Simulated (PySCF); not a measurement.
AgC: mean field, correlation and small terms against distance

State: ⁴Σ⁻, quartet, unpaired electrons σ ↑, π ↑↑. ROHF-based CCSD(T) in PySCF 2.14 with Ag aug-cc-pVDZ-PP with ECP28, C aug-cc-pVDZ and Ag aug-cc-pVTZ-PP with ECP28, C aug-cc-pVTZ (frozen core orbitals: 5; scalar-relativistic core potentials). Correlation energies are extrapolated as n⁻³ (n = 2, 3), Hartree–Fock as (n+1)·exp(−9√n). All energies in eV from Ag (4d10 5s1) + C.

| R (Å) | HF/CBS | CCSD corr. | (T) | total |
| --- | --- | --- | --- | --- |
| 1.7779 | 0.089 | -1.021 | -0.1916 | -1.123 |
| 1.8587 | -0.383 | -0.832 | -0.1665 | -1.382 |
| 1.9395 | -0.687 | -0.683 | -0.1452 | -1.515 |
| 2.0204 | -0.863 | -0.565 | -0.1278 | -1.556 |
| 2.1012 | -0.945 | -0.475 | -0.1142 | -1.534 |
| 2.2022 | -0.952 | -0.393 | -0.1014 | -1.446 |
| 2.3032 | -0.889 | -0.336 | -0.0925 | -1.318 |

A fit to the total gives Re = 2.0279 Å, De = 1.557 eV, ωe = 485.7 cm⁻¹, Be = 0.3799 cm⁻¹ (masses 106.9051 and 12.0000 u).

**Question.** At R = 2.0204 Å the CCSD correlation energy is -0.410907 hartree in the smaller basis and -0.492763 in the larger. Extrapolate it.

**Answer.** (3³·E3 − 2³·E2)/(3³ − 2³) = -0.52723 hartree; the larger basis holds 93.5 % of it.

The T1 diagnostic is 0.043, large enough to doubt a single reference. The state was picked by a PBE0 search and need not be the measured ground state. Spin–orbit coupling, excitations beyond (T) and corrections to the Born–Oppenheimer picture are left out.
